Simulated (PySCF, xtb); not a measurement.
Sn(H)(Br)(NH2)2 (BrH5N2Sn), SMILES [NH2][SnH]([NH2])[Br]. The values are those of a single conformer.

Harmonic wavenumbers (cm⁻¹) from xtb with GFN2-xTB at its own minimum, in rising order: 63, 97, 123, 125, 145, 241, 444, 459, 489, 513, 659, 679, 740, 777, 1312, 1468, 1486, 3410, 3413, 3442, 3446.

Question: What does PySCF with B3LYP-D3(BJ)/def2-SVP give at its own minimum? (The exact figures need the calculation; the answer reports its results.)

Answer: 83, 123, 142, 157, 171, 239, 514, 543, 553, 578, 650, 661, 842, 877, 1535, 1546, 1934, 3497, 3501, 3592, 3593. Paired by order, the mean absolute difference is 88 cm⁻¹ and the zero-point energies are 33.6 and 36.2 kcal/mol.
